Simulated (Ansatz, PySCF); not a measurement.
Reaction (SMILES): C=O (CH2O) [formaldehyde] -> C=O (CH2O) as triplet, charge 0
Each molecule is optimised on its own at B3LYP-D3(BJ)/def2-TZVP (Ansatz, a first-principles code). A spin state is the lowest found, not a proven ground state.

Quantity: adiabatic triplet-singlet gap (0 K, with B3LYP-D3(BJ) harmonic zero-point energies from PySCF), in eV. Valence correlation only, unless marked. Open shells are spin-unrestricted. No spin-orbit coupling. Non-relativistic. Basis-set limits of correlation are two-point, X^-3; Hartree-Fock from the larger set. The bracket is a focal-point correction in the basis named.

```csv
level,program,adiabatic triplet-singlet gap (eV),minus last row
HF-D4/def2-TZVPD,PySCF + dftd4,1.90,-1.24
BP86-D3(BJ)/def2-TZVPD,PySCF + dftd3,2.85,-0.29
BP86/def2-TZVPD,PySCF,2.85,-0.29
B3LYP-D3(BJ)/def2-TZVPD,Ansatz + dftd3,2.84,-0.30
PBE0/def2-TZVPD,Ansatz,2.76,-0.38
PW6B95-D3(BJ)/def2-TZVPD,PySCF + dftd3,2.90,-0.24
LC-wPBE-D3(BJ)/def2-TZVPD,Ansatz + dftd3,2.81,-0.33
B2PLYP/def2-TZVPD,Ansatz,3.02,-0.12
RI-MP2/aug-cc-pVTZ,Ansatz,3.48,0.34
RI-MP2/def2-QZVPPD,Ansatz,3.52,0.38
SCS-MP2/def2-SVPD,Ansatz,3.42,0.28
SCS-MP2/cc-pVTZ,Ansatz,3.45,0.31
CCSD(T)/def2-TZVPP,Ansatz,3.08,-0.06
"RI-MP2/CBS(cc-pVTZ,cc-pVQZ)+[CCSD(T)-MP2]/cc-pVQZ",Ansatz,3.16,0.02
"CCSD(T)/CBS(def2-TZVPPD,def2-QZVPPD)",Ansatz,3.14,0.00
```
